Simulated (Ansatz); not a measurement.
System: ethyl(trifluoro)silane, C2H5F3Si (charge 0, singlet). 
Coordinates optimised at B3LYP-D3(BJ)/def2-TZVP (Ansatz, a quantum-chemistry and plane-wave program):
```xyz
11

C      2.3366    -0.0259    -0.5254
C      1.2537    -0.7004     0.3328
Si    -0.4286     0.0036     0.0974
F     -0.4760     1.5467     0.4621
F     -1.5081    -0.7239     1.0022
F     -0.9149    -0.1267    -1.4069
H      3.3111    -0.4815    -0.3463
H      2.4193     1.0374    -0.2965
H      2.1158    -0.1202    -1.5895
H      1.5025    -0.6226     1.3953
H      1.2014    -1.7709     0.1128
```

Dipole moments at this geometry, in debye (magnitudes).

```csv
level,program,dipole (D)
PBE/def2-TZVPD,Ansatz,2.52
B3LYP/def2-TZVPD,Ansatz,2.58
BHLYP/def2-TZVPD,Ansatz,2.67
r2SCANh/def2-TZVPD,Ansatz,2.57
r2SCAN0/def2-TZVPD,Ansatz,(withheld)
HSE06/def2-TZVPD,Ansatz,2.60
LC-wPBE/def2-TZVPD,Ansatz,2.60
wB97M-V/def2-TZVPD,Ansatz,2.56
CCSD(T)/aug-cc-pV(D+d)Z,Ansatz,(withheld)
```

Task: What belongs in the gaps?

Result: 
- r2SCAN0/def2-TZVPD, dipole (D): 2.61
- CCSD(T)/aug-cc-pV(D+d)Z, dipole (D): 2.56
